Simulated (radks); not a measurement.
Valence configurations of neutral ytterbium (all share [Xe]). All-electron calculation, Dirac Kohn-Sham, PBEsol, spin-unpolarised, spherical densities, finite nucleus; open shells fill j = l - 1/2 first; Fermi nuclear charge, rms radius 5.3108 fm. Program: a radial shooting solver on a logarithmic mesh with Libxc functionals. Energies are relative to 4f14 6s2; eigenvalues in eV.

valence           E (eV)  e(4f5/2)  e(4f7/2)  e(5d3/2)  e(6p1/2)  e(6s1/2)
4f14 6s2           0.000    -3.810    -2.493         -         -    -3.941
4f14 6s1.5 6p0.5   1.350    -4.507    -3.189         -    -1.603    -4.338
4f13.5 5d0.5 6s2   1.456    -6.952    -5.598    -1.431         -    -4.300
4f14 5d1 6s1       3.164    -3.402    -2.085    -0.731         -    -3.909
4f13 5d1 6s2       4.197   -10.215    -8.824    -2.000         -    -4.545
4f13 6s2 6p1       5.201   -13.282   -11.889         -    -2.357    -5.780
4f14 6p2           5.599    -6.416    -5.097         -    -2.390         -
4f14 5d2           6.336    -3.356    -2.040    -0.864         -         -
4f12 6s2 6p2      19.579   -24.218   -22.748         -    -3.314    -7.468
4f12 5d1 6s1 6p2  19.769   -21.712   -20.245    -6.232    -2.975    -6.811

NIST lists [Xe] 4f14 6s2 as the ground configuration; this level of theory agrees among the configurations tried. The energies are those of spherical spin-averaged densities, not of single terms.
